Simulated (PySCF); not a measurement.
## Magnetisability: SMILES C=C[O][AlH][CH2][SiH3], C3H9AlOSi

Molfile (atoms numbered from 1):
```
C3H9AlOSi
     RDKit          3D

 15 14  0  0  0  0  0  0  0  0999 V2000
    3.7334    0.4389    0.2696 C   0  0  0  0  0  0  0  0  0  0  0  0
    2.8366   -0.4561   -0.1032 C   0  0  0  0  0  0  0  0  0  0  0  0
    1.5278   -0.1826   -0.2736 O   0  0  0  0  0  0  0  0  0  0  0  0
   -0.0534    0.2734   -0.4764 Al  0  0  0  0  0  3  0  0  0  0  0  0
   -1.6567   -0.7595    0.0897 C   0  0  0  0  0  0  0  0  0  0  0  0
   -3.2309    0.2192   -0.3366 Si  0  0  0  0  0  4  0  0  0  0  0  0
    3.4526    1.4611    0.4562 H   0  0  0  0  0  0  0  0  0  0  0  0
    4.7657    0.1697    0.3901 H   0  0  0  0  0  0  0  0  0  0  0  0
    3.1021   -1.4902   -0.2993 H   0  0  0  0  0  0  0  0  0  0  0  0
   -0.1817    1.6297   -1.1814 H   0  0  0  0  0  0  0  0  0  0  0  0
   -1.6975   -1.7404   -0.3991 H   0  0  0  0  0  0  0  0  0  0  0  0
   -1.6432   -0.9692    1.1659 H   0  0  0  0  0  0  0  0  0  0  0  0
   -3.2725    1.4671    0.4343 H   0  0  0  0  0  0  0  0  0  0  0  0
   -4.4177   -0.5788    0.0015 H   0  0  0  0  0  0  0  0  0  0  0  0
   -3.2690    0.5258   -1.7711 H   0  0  0  0  0  0  0  0  0  0  0  0
  1  2  2  0
  2  3  1  0
  3  4  1  0
  4  5  1  0
  5  6  1  0
  1  7  1  0
  1  8  1  0
  2  9  1  0
  4 10  1  0
  5 11  1  0
  5 12  1  0
  6 13  1  0
  6 14  1  0
  6 15  1  0
M  END
```

The calculation used PySCF, GIAO mPW1PW91/6-311G** magnetisability, rotational g tensor and spin-rotation constants, non-relativistic, gas phase. Geometry: GFN2-xTB.

(1) How diamagnetic is it, and how anisotropic?

(2) Split it along the inertial axes a, b, c into diamagnetic and paramagnetic parts about the centre of mass, with the quadrupole moment.

(3) And the rotational g tensor?

## Answers

(1) Isotropic -1157 × 10⁻³⁰ J/T², or -69.7 × 10⁻⁶ cm³/mol; principal values -1212, -1155, -1103 × 10⁻³⁰ J/T², anisotropy 94 × 10⁻³⁰ J/T² (root of half the summed squared differences of the principal values). The susceptibility is in cgs units.

(2) 
| axis | χ (10⁻⁶ cm³/mol) | diamagnetic (10⁻⁶ cm³/mol) | paramagnetic (10⁻⁶ cm³/mol) | summed x² of all electrons (Å²) | quadrupole Θ (D Å) |
| --- | --- | --- | --- | --- | --- |
| a | -69.5 | -220.6 | 151.1 | 415.9 | -4.00 |
| b | -68.6 | -1843.4 | 1774.8 | 33.3 | -0.13 |
| c | -70.9 | -1905.7 | 1834.8 | 18.7 | +4.14 |

Anisotropies 2χaa − χbb − χcc = +0.5 and 2χbb − χaa − χcc = +3.1 × 10⁻⁶ cm³/mol. Θ is traceless in Buckingham's convention.

(3) 
| axis | rotational constant (GHz) | g | nuclear part | electronic part |
| --- | --- | --- | --- | --- |
| a | 12.3895 | -0.1320 | 0.7477 | -0.8797 |
| b | 0.6937 | -0.0084 | 0.5700 | -0.5784 |
| c | 0.6749 | -0.0083 | 0.5735 | -0.5818 |

Asymmetric top; isotopes 27Al, 12C, 1H, 16O, 28Si; no vibrational averaging.
